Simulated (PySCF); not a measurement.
Excitations are Tamm–Dancoff values on a coarser integration grid. The basis has no diffuse functions, so Rydberg states are missing or too high.

Cartesian coordinates (Å):
SMILES: C=C(C#C)C
```xyz
11

C      2.4246    -0.0651     0.5664
C      1.2420     0.0866     0.4059
C     -0.1648     0.2105     0.2099
C     -0.7537     1.4081     0.2318
C     -0.9152    -1.0679    -0.0170
H      3.4725    -0.1824     0.7100
H     -1.8231     1.5010     0.0828
H     -0.1839     2.3133     0.3981
H     -0.5318    -1.5869    -0.8991
H     -1.9789    -0.8735    -0.1567
H     -0.7877    -1.7437     0.8325
```
Charge 0, multiplicity 1.

Task: Predict the S1–T1 gap (TDA), T1 excitation (TDA), HOMO, HOMO–LUMO gap and total energy from M06-2X/def2-TZVP // PBE0-D3(BJ)/def2-TZVP run with PySCF.

Result: 
| Property | Result |
|---|---|
| S1–T1 gap (TDA) | 1.59 eV |
| T1 excitation (TDA) | 3.92 eV |
| HOMO | -8.15 eV |
| HOMO–LUMO gap | 8.29 eV |
| total energy | -194.0337 Ha |
